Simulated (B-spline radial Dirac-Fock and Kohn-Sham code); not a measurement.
# Binding energies of Ho⁵¹⁺

System: the Ho⁵¹⁺ ion, [Ne] 3s2 3p4; nuclear rms radius 5.2022 fm (A = 165).

The computed values come from a radial finite-basis atomic code: Dirac-Fock ΔSCF + Breit + QED. Correlation energy is missing from these numbers. Energies are counted from the vacuum level. Subshells whose hole state is unreliable or did not converge are left out.

All terms are in eV, carry their sign (relaxation lowers the binding energy) and add up to the binding energy; ⟨r⟩ is the mean radius of the orbital in the initial state.

```
subshell  −ε (Koopmans)  relaxation    Gaunt  retardation  self-energy  vacuum polarisation  binding energy  ⟨r⟩ (bohr)
       K        59562.3      -30.78  -181.47        15.81      -103.60                17.69         59280.0       0.021
      L1        12940.8       -6.41   -19.43         1.27       -14.63                 2.32         12904.0       0.086
      L2        12495.5       -8.46   -32.17         3.15         0.20                 0.05         12458.2       0.072
      M1         5083.7       -0.75    -4.72         0.46        -3.90                 0.60          5075.4       0.211
    M2,3         4770.6       -0.82    -6.27         1.20        -0.24                -0.01          4764.5       0.210
```

For the deepest level, K (1s), the Breit terms make up -0.279 % of the binding energy, QED -0.145 % and orbital relaxation -0.052 %.

Going to the tabulated ground configuration of the next ion removes an electron from M2,3 (3p), computed at 4764.5 eV. NIST lists 4693 ± 4 eV as the ionisation energy of this species (theoretical), -71.47 eV from the computed value. Where a p, d or f shell is open in either ion the computed value averages over both j values and all terms, while the table refers to the lowest levels; that difference holds spin-orbit splitting (largest in heavy or highly charged ions), term energies where several electrons share open shells, and correlation, and it can reach 10 % or more.
